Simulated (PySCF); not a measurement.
## `InChI=1S/C6H9NO2/c1-3-4(2)5(8)6(7)9/h2-3H2,1H3,(H2,7,9)`

Molfile (atoms numbered from 1):
```
C6H9NO2
     RDKit          3D

 18 17  0  0  0  0  0  0  0  0999 V2000
   -0.5169   -2.2354    0.6874 C   0  0  0  0  0  0  0  0  0  0  0  0
   -0.3325   -0.9390    0.4371 C   0  0  0  0  0  0  0  0  0  0  0  0
   -1.4116    0.0925    0.5766 C   0  0  0  0  0  0  0  0  0  0  0  0
   -1.7074    0.7563   -0.7685 C   0  0  0  0  0  0  0  0  0  0  0  0
    1.0081   -0.5107   -0.0077 C   0  0  0  0  0  0  0  0  0  0  0  0
    1.7550   -1.2183   -0.6541 O   0  0  0  0  0  0  0  0  0  0  0  0
    1.5093    0.8875    0.4116 C   0  0  0  0  0  0  0  0  0  0  0  0
    2.5610    1.2589   -0.3393 N   0  0  0  0  0  0  0  0  0  0  0  0
    1.0344    1.5495    1.3085 O   0  0  0  0  0  0  0  0  0  0  0  0
    0.2871   -2.9427    0.5700 H   0  0  0  0  0  0  0  0  0  0  0  0
   -1.4603   -2.6179    1.0384 H   0  0  0  0  0  0  0  0  0  0  0  0
   -2.3156   -0.3845    0.9582 H   0  0  0  0  0  0  0  0  0  0  0  0
   -1.0886    0.8522    1.2899 H   0  0  0  0  0  0  0  0  0  0  0  0
   -0.8291    1.2816   -1.1385 H   0  0  0  0  0  0  0  0  0  0  0  0
   -1.9991    0.0102   -1.5053 H   0  0  0  0  0  0  0  0  0  0  0  0
   -2.5162    1.4746   -0.6625 H   0  0  0  0  0  0  0  0  0  0  0  0
    3.0620    2.1068   -0.1328 H   0  0  0  0  0  0  0  0  0  0  0  0
    2.9517    0.5847   -0.9799 H   0  0  0  0  0  0  0  0  0  0  0  0
  1  2  2  0
  2  3  1  0
  3  4  1  0
  2  5  1  0
  5  6  2  0
  5  7  1  0
  7  8  1  0
  7  9  2  0
  1 10  1  0
  1 11  1  0
  3 12  1  0
  3 13  1  0
  4 14  1  0
  4 15  1  0
  4 16  1  0
  8 17  1  0
  8 18  1  0
M  END
```

Level of theory: PySCF, GIAO HF/pcSseg-1 magnetisability, rotational g tensor and spin-rotation constants, non-relativistic, gas phase. Geometry: GFN2-xTB.

Problem. How diamagnetic is it, and how anisotropic?

Solution. Isotropic -1189 × 10⁻³⁰ J/T², or -71.6 × 10⁻⁶ cm³/mol; principal values -1482, -1068, -1017 × 10⁻³⁰ J/T², anisotropy 442 × 10⁻³⁰ J/T² (root of half the summed squared differences of the principal values). The susceptibility is in cgs units.

Problem. Split it along the inertial axes a, b, c into diamagnetic and paramagnetic parts about the centre of mass, with the quadrupole moment.

Solution. 
| axis | χ (10⁻⁶ cm³/mol) | diamagnetic (10⁻⁶ cm³/mol) | paramagnetic (10⁻⁶ cm³/mol) | summed x² of all electrons (Å²) | quadrupole Θ (D Å) |
| --- | --- | --- | --- | --- | --- |
| a | -65.3 | -668.3 | 603.0 | 181.3 | +16.64 |
| b | -65.7 | -971.4 | 905.7 | 109.8 | -9.32 |
| c | -83.8 | -1235.0 | 1151.2 | 47.7 | -7.31 |

Anisotropies 2χaa − χbb − χcc = +18.9 and 2χbb − χaa − χcc = +17.8 × 10⁻⁶ cm³/mol. Θ is traceless in Buckingham's convention.

Problem. And the rotational g tensor?

Solution. 
| axis | rotational constant (GHz) | g | nuclear part | electronic part |
| --- | --- | --- | --- | --- |
| a | 2.1664 | -0.0392 | 0.5745 | -0.6137 |
| b | 1.3993 | -0.0150 | 0.5803 | -0.5954 |
| c | 1.0679 | -0.0030 | 0.5746 | -0.5776 |

Asymmetric top; isotopes 12C, 1H, 14N, 16O; no vibrational averaging.
